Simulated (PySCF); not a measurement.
Dipole moment and polarisability of SnMe(OMe)3

SnMe(OMe)3, C4H12O3Sn.
Structure used (PBE0-D3(BJ)/def2-SVP), in Å, numbered top down from 1:
```
atom  x, y, z in Å
Sn1    0.021    0.057    0.975
C2     0.015    0.181    3.086
H3     1.052    0.228    3.442
H4    -0.483   -0.711    3.489
H5    -0.530    1.086    3.385
O6     1.752    0.607    0.185
C7     1.807    1.228   -1.069
H8     1.010    1.982   -1.215
H9     1.737    0.502   -1.902
H10    2.776    1.746   -1.167
O11   -1.353    1.223    0.152
C12   -2.025    0.854   -1.019
H13   -2.338   -0.207   -1.024
H14   -1.415    1.026   -1.928
H15   -2.936    1.469   -1.115
O16   -0.343   -1.786    0.345
C17    0.173   -2.254   -0.870
H18    1.248   -2.025   -1.000
H19   -0.365   -1.842   -1.747
H20    0.061   -3.351   -0.903
```

Level: CAM-B3LYP/def2-SVPD (PySCF), static field, nuclei fixed, core orbitals frozen in the response. The polarisability tensor in these axes (au):

```
x    93.12   0.23   0.04
y     0.23  93.12   0.95
z     0.04   0.95 108.40
```

Give the principal values, the mean and the anisotropy Δα = √{½[(α1 − α2)² + (α2 − α3)² + (α1 − α3)²]}.

Principal values 92.87, 93.32 and 108.46 au; mean 98.22 au = 14.55 Å³ = 16.19 × 10⁻⁴⁰ C²·m²/J; Δα = 15.37 au (16 % of the mean).

What is the dipole moment, and where does it point?

(-0.08, 0.00, 0.36) D, 0.37 D in size, pointing from the negative to the positive side. Measured along this direction, the outermost atoms are H9 at the negative end and H4 and H5 at the positive end.

Rayleigh depolarisation ratio (linearly polarised light, static tensor)?

ρ = 3Δα²/(45ᾱ² + 4Δα²) = 708.9/(434087 + 945.2) = 0.00163.

Estimate the molar refractivity from the static electronic polarisability.

Lorentz–Lorenz: R = (4π/3)N_A α = 2.5225 cm³/(mol·Å³) × 14.55 Å³ = 36.7 cm³/mol, in the limit of long wavelengths.

In a dilute gas of rigid molecules at 298 K, how does the orientational term μ²/3kT compare with the electronic polarisability?

In Gaussian units μ²/3kT = 1.11 Å³ against 14.55 Å³, a ratio of 0.08; the Debye molar polarisation (4π/3)N_A(α + μ²/3kT) is 39.5 cm³/mol, leaving out the vibrational part.

What would n − 1 = 2πNα be for an ideal gas of these molecules at 350 K and 1 atm, electronic part alone?

N = p/kT = 2.0968 × 10¹⁹ cm⁻³, so n − 1 = 2π × N × 14.55 × 10⁻²⁴ cm³ = 1917 × 10⁻⁶ at long wavelengths, for an ideal gas.

Geometry: PBE0-D3(BJ)/def2-SVP, one conformer, isolated molecule. Atoms past krypton carry effective core potentials; spin–orbit coupling is left out.
